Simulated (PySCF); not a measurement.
BFO, charge -1, doublet, at the geometry optimised at the base level (a state made from the parent by changing its charge; the spin is typed, not shown lowest); HF/6-31G*, frequencies (PySCF).

Here is a job for PySCF.
```python
from pyscf import gto, scf
from pyscf.hessian import thermo

mol = gto.M(
    atom='''
F    -1.14864827    0.18390028    0.09879902
B     0.09195458   -0.38886363   -0.24940129
O     1.23475770    0.03615195    0.04472690
''',
    basis='6-31g*',
    charge=-1,
    spin=1,
    verbose=3,
)

mf = scf.UHF(mol)
mf.kernel()
hess = mf.Hessian().kernel()
freq = thermo.harmonic_analysis(mf.mol, hess, exclude_rot=False)
thermo.dump_normal_mode(mf.mol, freq)
th = thermo.thermo(mf, freq['freq_au'], 298.15, 101325)
thermo.dump_thermo(mf.mol, th)
```

**Question.** What does PySCF print? Leave out banner, timings and long lists.

**Answer.** 
```
converged SCF energy = -199.020060898021  <S^2> = 0.75931041  2S+1 = 2.0092888
Mode                                 0                   1                   2
Irrep
Freq [cm^-1]                       -3.0778              0.6600              0.9237
Reduced mass [au]                  11.8538             16.8888             17.3015
Force const [Dyne/A]               -0.0001              0.0000              0.0000
Char temp [K]                       0.0000              0.9497              1.3290
Normal mode                   x     y     z       x     y     z       x     y     z
       0   F                 0.00  0.04 -0.06    0.03  0.14  0.08    0.00  0.08 -0.14
       1   B                -0.00 -0.14  0.22   -0.06 -0.01 -0.01    0.00 -0.01  0.02
       2   O                 0.00  0.05 -0.08    0.01 -0.15 -0.08   -0.00 -0.09  0.16
Mode                                 3                   4                   5
Irrep
Freq [cm^-1]                      577.8474            975.7165           1747.3697
Reduced mass [au]                  15.3237             12.7060             12.3253
Force const [Dyne/A]                3.0147              7.1270             22.1726
Char temp [K]                     831.3937           1403.8389           2514.0760
Normal mode                   x     y     z       x     y     z       x     y     z
       0   F                 0.14  0.02  0.01   -0.10  0.07  0.04    0.01 -0.00 -0.00
       1   B                -0.04 -0.12 -0.08    0.13 -0.17 -0.11   -0.22 -0.08 -0.05
       2   O                -0.14  0.06  0.03    0.03  0.04  0.03    0.14  0.05  0.04
temperature 298.1500 [K]
pressure 101325.00 [Pa]
Rotational constants [GHz] 177.52666 10.13482 9.58748
Symmetry number 1
Zero-point energy (ZPE) 0.00752 [Eh]   19753.441 [J/mol]
                           tot       elec      trans        rot        vib
Entropy [J/mol/K]       359.747      5.763    156.443     85.606    111.934
Cv [J/mol/K]             47.909      0.000     12.472     12.472     22.966
Cp [J/mol/K]             56.224      0.000     20.786     12.472     22.966
Internal energy [J/mol]                      3718.434   3718.434  25265.744
Internal energy [Eh]   -199.00761  -199.02006
Enthalpy [J/mol]                             6197.391   3718.434  25265.744
Enthalpy [Eh]          -199.00666
Gibbs free energy [J/mol]                  -40446.126 -21805.022  -8107.480
Gibbs free energy [Eh] -199.04751
```
